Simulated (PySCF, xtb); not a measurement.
YCl₃, SMILES [Cl][Y]([Cl])[Cl].

Harmonic wavenumbers (cm⁻¹) from GFN2-xTB (xtb) at its own minimum, in rising order: 97, 97, 114, 213, 259, 259.

Problem. What does PBE-D3(BJ)/def2-SVP in PySCF give at its own minimum? (Estimate from the structure and the level; the computed values follow.)

Solution. 34, 82, 82, 327, 388, 388. Paired by order, the mean absolute difference is 80 cm⁻¹ and the zero-point energies are 1.5 and 1.9 kcal/mol.
